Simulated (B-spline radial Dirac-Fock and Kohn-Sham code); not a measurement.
## M3 edges in EELS at 200 kV and 20 mrad, Ca to Dy

The computed values come from an atomic code on a B-spline grid: the first Born approximation with generalised oscillator strengths from a Dirac-Hartree-Slater potential (longitudinal and transverse terms; continuum final states only, so no white lines or fine structure). Partial cross sections in barn for windows above the edge. Edges are tabulated values, any marked * orbital energies of the model.

```
 Z  element  edge (eV)  Δ = 50 eV  Δ = 100 eV  Δ = 200 eV
20       Ca     32.80*      76900      101000      114000
22       Ti     43.61*      42000       61300       74300
24       Cr     49.26*      35400       51000       63700
30       Zn      88.60       9040       15700       24100
31       Ga      100.0       6610       12300       19900
32       Ge      120.8       5240       10200       16800
33       As      141.2       4390        8680       14600
37       Rb      239.1       2790        5250        8800
44       Ru      461.5       1030        2030        3530
47       Ag      573.0        680        1380        2460
48       Cd      618.4        588        1200        2150
49       In      665.3        526        1060        1890
50       Sn      714.6        476         945        1670
51       Sb      766.4        435         842        1480
53        I      875.0        368         677        1170
56       Ba     1063.0        224         423         755
57       La     1128.0        191         364         656
58       Ce     1187.0        170         326         589
63       Eu     1481.0        104         200         365
64       Gd     1544.0       91.3         177         325
65       Tb     1611.0       85.8         165         302
66       Dy     1676.0       78.2         150         275
```
